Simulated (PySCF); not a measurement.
**An excited-state table with gaps**

C5H4F3NO.
Cartesian coordinates in Å at the GFN2-xTB level; atoms count from 1:
```xyz
14
C5H4F3NO angstrom
C      3.3716    0.7541   -0.5843
C      2.2086    0.4667   -0.6448
C      0.8284    0.0734   -0.8031
O      0.3979   -0.5277   -1.7577
N      0.0473    0.4826    0.2428
C     -1.3437    0.1362    0.3072
C     -1.6284   -0.7768    1.4980
F     -0.9387   -1.9191    1.4518
F     -1.3013   -0.1784    2.6583
F     -2.9249   -1.0956    1.5802
H      4.3873    1.0149   -0.5174
H      0.4668    0.9464    1.0338
H     -1.5910   -0.3998   -0.6159
H     -1.9806    1.0226    0.4088
```

Level of theory: PySCF 2.14.0, density-fitted response routines, TDDFT CAM-B3LYP/def2-SVPD, vertical, gas phase, core orbitals frozen in the response.

Orbital energies (eV): HOMO-3 -10.71, HOMO-2 -10.39, HOMO-1 -9.86, HOMO -9.78, LUMO -0.31, LUMO+1 0.95, LUMO+2 1.31.

Lowest singlets, with some entries withheld (?).

```tsv
state	λ (nm)	f	main configurations (H = HOMO, L = LUMO)
S1	243.0	?	H-1→L (85%), H→L (11%)
S2	210.1	?	H-3→L (94%)
S3	198.7	?	H-2→L (58%), H→L (14%), H-3→L+2 (10%)
S4	189.4	?	H→L (70%), H-2→L (12%), H-1→L (9%)
S5	178.8	?	H-2→L+2 (68%), H-2→L+3 (14%)
S6	164.5	?	H→L+1 (79%)
S7	155.8	?	H-1→L+1 (62%)
S8	154.6	?	H→L+2 (76%)
```

Question: Supply the missing values.

Answer: 
- S1: f = 0.0001
- S2: f = 0.0004
- S3: f = 0.102
- S4: f = 0.132
- S5: f = 0.0003
- S6: f = 0.0013
- S7: f = 0.024
- S8: f = 0.0044

Question: Where do the lowest triplets lie (Tamm–Dancoff)?

Answer: T1 4.67 eV, H-1→L (76%), H→L (18%); T2 4.75 eV, H-2→L (72%), H→L (12%); T3 4.88 eV, H→L (60%), H-2→L (15%), H-1→L (13%). E(S1) − E(T1) = +0.43 eV.

Question: What is the mean static polarisability from the same response equations?

Answer: 72.2 au (10.69 Å³), with principal values 52.8, 66.7 and 96.9 au.

Question: Which level carries the most intensity, and what share of the listed sum of f?

Answer: S4, with f = 0.132 of 0.265, 50%.

One conformer stands for the species.
